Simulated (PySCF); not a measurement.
## Correlation energy of Dy⁵¹⁺ (dysprosium, charge +51)

[Ne] 3s2 3p3, high-spin 4S determinant. All numbers are calculated (PySCF 2.14, the spin-free X2C one-electron Hamiltonian (Gaussian nucleus), in an uncontracted even-tempered set (17 s from 12 bohr⁻², ratio 2.5; 12 p from 16 bohr⁻², ratio 2.5; 4 d from 62 bohr⁻², ratio 2.7; 4 f from 93 bohr⁻², ratio 2.7)). Frozen: 1s2; 13 electrons correlated; the 20 highest virtual orbitals of each spin left out.

| level | correlation energy (mhartree) |
| --- | --- |
| CCSD | -552.99 |
| (T) | -0.60 |
| CCSD(T) | -553.59 |

Diagnostics: T1 = 0.00017, D1 = 0.0005, largest double amplitude 0.017.

**Question.** Is a single reference adequate?

**Answer.** Yes, within this model without spin-orbit coupling: T1 lies below 0.03 and no double amplitude reaches 0.07.

At this charge the one-electron X2C treatment keeps the bare 1/r₁₂, with no two-electron picture change or Breit term. The effect here is smaller than on the frozen 1s shell; and a scalar Hamiltonian misses the large spin-orbit splitting of the p shells, which matters for ns² → np² pairs.

Spin-orbit coupling is strong in this species, so the high-spin LS determinant is a model state.
